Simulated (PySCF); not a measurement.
Species: C5H13AlN2.
SMILES with atom numbers: `[CH3:1][N+:2]([CH3:3])([AlH3-:4])[CH2:5][CH2:6][C:7]#[N:8]` (hydrogens: H9, H10, H11 on C1; H12, H13, H14 on C3; H15, H16, H17 on Al4; H18, H19 on C5; H20, H21 on C6)

Geometry (PBE0-D3(BJ)/def2-SVP, Å), atoms numbered from 1 in this order:
```xyz
21
C5H13AlN2 angstrom
C     -1.0211    1.0567   -1.2672
N     -0.4821    0.0689   -0.3180
C     -0.6159   -1.2813   -0.8830
Al    -1.6669    0.1873    1.4027
C      0.9254    0.4163   -0.0442
C      1.5756   -0.4039    1.0681
C      2.9767   -0.0365    1.2170
N      4.0895    0.2661    1.3089
H     -0.9999    2.0544   -0.8076
H     -0.4231    1.0713   -2.1952
H     -2.0619    0.8036   -1.5045
H     -0.0545   -1.3694   -1.8296
H     -1.6786   -1.4839   -1.0729
H     -0.2550   -2.0317   -0.1691
H     -1.1348    1.5958    1.9712
H     -3.1160    0.1425    0.7138
H     -1.1973   -1.1328    2.1919
H      1.5096    0.3125   -0.9774
H      0.9476    1.4772    0.2437
H      1.5263   -1.4845    0.8641
H      1.0572   -0.2413    2.0265
```

Linear response at PBE0/def2-SVPD (PySCF, frozen core in the response, non-relativistic).

Static isotropic polarisability: 104.94 au (15.55 Å³), principal values 93.2, 97.8, 123.8 au.

Q: What is the polarisability at 1064 nm and at the sodium D line?

A: 105.89 au at 1064 nm (+0.9 %), 108.12 au at 589.3 nm (+3.0 %). The rise at 589.3 nm is 3.36 times that at 1064 nm; a pure ω² law gives 3.26. The lowest singlet lies at 188 nm, shorter than both wavelengths.

Q: What is the isotropic C6 coefficient between two such molecules, C6 = (3/π)∫α(iω)² dω?

A: 4312 au (Eh·bohr⁶) by a ten-point quadrature over imaginary frequencies, which is 2580 eV·Å⁶ or 249 J·nm⁶/mol.

Q: Which effective excitation energy ω̄ makes London's formula C6 = (3/4)α²ω̄ exact here?

A: ω̄ = 4·C6/(3α²) = 0.522 Eh = 14.2 eV. A one-pole form α(ω) = α/(1 − ω²/ω̄²) fitted to the 1064 nm value gives 12.3 eV. London's choice of the ionisation energy (9.83 eV, ΔSCF at the same level) gives C6 = 2980 au, 31 % too low.

Q: What n − 1 at the D line would an ideal gas of it have at 273.15 K and 1 atm (2.6868 × 10¹⁹ cm⁻³), by n − 1 = 2π·N·α′?

A: 27.05 × 10⁻⁴, a formal value whether or not that pressure can be reached.

Q: How many electrons N does the Slater–Kirkwood formula C6 = (3/4)·√N·α^(3/2) need to give this C6?

A: N = (4·C6/3)²/α³ = 28.6; the species has 70 electrons in all.

Q: What molar refraction at the D line follows from R = (4π/3)·N_A·α′, with α′ the polarisability volume?

A: α′ = 16.02 Å³ gives R = 40.42 cm³/mol, for isolated, non-vibrating species.

Q: What three-body coefficient follows from the one-pole estimate C9 = (3/4)·α·C6?

A: 339000 au. This is an estimate from the two numbers above, not a computed integral.

One conformer stands for the species.
